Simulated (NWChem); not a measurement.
Species: Br anion

All runs: NWChem. Level: M06-2X/aug-cc-pVDZ with COSMO at NWChem's default radii, gas-phase geometry; rows give the dielectric constant. Reactions with the solvent are ignored.

For dielectric constant 78.4:

```
Item                                       Value
-----------------------------------------  -----
electrostatic solvation energy (kcal/mol)  -68.0
```

Q: What are these values for dielectric constant 4.8?

A: The electrostatic solvation energy (kcal/mol) comes out as -54.3.
